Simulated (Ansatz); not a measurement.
FeGe₁₀, relaxed as a singlet with RKS PBE-D4/def2-SVP in Ansatz, starting from the GFN1-xTB geometry. Force threshold 0.03 eV/Å.

The restricted singlet is unstable towards broken spin symmetry in Hartree–Fock (as tested in another run); at PBE-D4/def2-SVP this wasn't settled. The structure comes from a short search, and lower isomers may exist.

Start:

```xyz
11

Fe    0.2531    0.1101    0.3161
Ge   -1.6739    1.1135   -1.0031
Ge   -1.5779   -1.4053    0.2672
Ge    2.5660   -0.7866    0.0760
Ge    0.3792    2.4224   -0.7406
Ge    0.5496   -2.4825   -0.1084
Ge   -0.3985   -0.8431   -1.9348
Ge    1.5965    0.5355   -1.6518
Ge   -2.4420    0.6372    1.2622
Ge   -0.4308    1.9368    1.5335
Ge    1.1785   -1.2380    1.9836
```

(1) Estimate the energy that the relaxation releases and the steps that it takes.

(2) Does the start keep its bonding and symmetry?

(3) Predict the relaxed structure.

Answers

(1) 24.9 kcal/mol, in 9 steps; 51 s on 2 threads of AMD EPYC 7R13 on a shared host and a share (18 GiB) of an NVIDIA H100 80GB HBM3. No frequencies were taken in this run, so the end may be a saddle point.

(2) Bonds formed: Ge10–Ge11 (atoms count from 1).

(3) 
```xyz
11

Fe    0.262    0.156    0.123
Ge   -1.852    0.880   -1.156
Ge   -1.642   -1.515    0.167
Ge    2.441   -0.747    0.244
Ge    0.180    2.446   -0.764
Ge    0.659   -2.521   -0.231
Ge   -0.369   -0.860   -2.160
Ge    1.710    0.648   -1.804
Ge   -2.024    0.581    1.556
Ge    0.186    1.858    1.759
Ge    0.449   -0.926    2.266
```
Bond lengths: 16 × Ge–Ge 2.50 to 2.84 Å; 10 × Fe–Ge 2.36 to 2.73 Å.
